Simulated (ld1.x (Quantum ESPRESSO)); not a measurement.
**Before and after: TM potential for P (Z = 15)**

```
Element                 : phosphorus (P)
Generator               : ld1.x (Quantum ESPRESSO) 7.5
Type                    : norm-conserving Troullier–Martins (Kleinman–Bylander form)
Functional              : PBE
Relativity              : fully relativistic
Frozen core             : [Ne]
Valence charge          : 5
Reference configuration : 3s1 3p4
Partial waves           : 3s (bound): rc 1.35 bohr; 3d channel at 0.4 Ry: rc 1.30 bohr; 3p (bound): rc 1.50 bohr
Local potential         : the p channel
Core correction         : Bessel-smoothed model core inside 1.30 bohr
```

Open shells are filled in proportion to 2j + 1 (rel_dist='average').

All-electron outer shells of the reference configuration (PBE, scalar-relativistic, ld1.x):

```tsv
shell	level (eV)	outermost node (bohr)	outermost maximum (bohr)
2s	-175.53	0.14	0.42
2p	-126.02	–	0.36
3s	-14.68	0.65	1.58
3p	-6.07	0.64	1.81
```

Change: core correction none.

Cutoffs: the cutoffs (Ry, on a coarse ladder) from which the occupation-weighted sum of valence levels, in a spherical-Bessel basis at the reference potential, stays within 10 and 1 mRy of its value at 400 Ry; they do not see the model core or the augmentation charge, which bear on the density cutoff. Errors are all-electron minus pseudo energies relative to the spin-unpolarised reference configuration.

Q: Predict the effect on cutoff, ghosts and configuration errors.

A: The potential gets neither clearly harder nor softer (18 Ry and 50 Ry → 18 Ry and 50 Ry); of the 7 tests that both files solve, the error grows in 4 and shrinks in 3 by more than 15 % and 0.3 meV (median size 1.0 → 1.9 meV); neither file shows a bound ghost.

```csv
quantity,base,changed
"cutoff, loose",18 Ry,18 Ry
"cutoff, tight",50 Ry,50 Ry
bound ghosts,none,none
"error for 3s2 3p3, meV [ΔE -8.53 eV]",+0.3,+1.9
"error for 3s2 3p2, meV [ΔE 1.20 eV]",+0.5,+1.4
"error for 3s2 3p1, meV [ΔE 20.34 eV]",+15,+8.7
"error for 3s2 3p0, meV [ΔE 50.08 eV]",+64,+43
"error for 3s2 3p3.3, meV [ΔE -9.84 eV]",+1.0,+2.3
"error for 3s2 3p2.5, meV [ΔE -4.76 eV]",-0.5,+1.3
"error for 3s1 3p3, meV [ΔE 10.32 eV]",+3.4,+1.7
s: phases at 1.65 bohr within 0.05 rad from the reference energy up to (Ry; the scan ends near 5),to the end of the scan,to the end of the scan
p1/2: phases at 1.65 bohr within 0.05 rad from the reference energy up to (Ry; the scan ends near 5),to the end of the scan,to the end of the scan
p3/2: phases at 1.65 bohr within 0.05 rad from the reference energy up to (Ry; the scan ends near 5),to the end of the scan,to the end of the scan
d3/2: phases at 1.65 bohr within 0.05 rad from the reference energy up to (Ry; the scan ends near 5),to the end of the scan,to the end of the scan
d5/2: phases at 1.65 bohr within 0.05 rad from the reference energy up to (Ry; the scan ends near 5),to the end of the scan,to the end of the scan
```
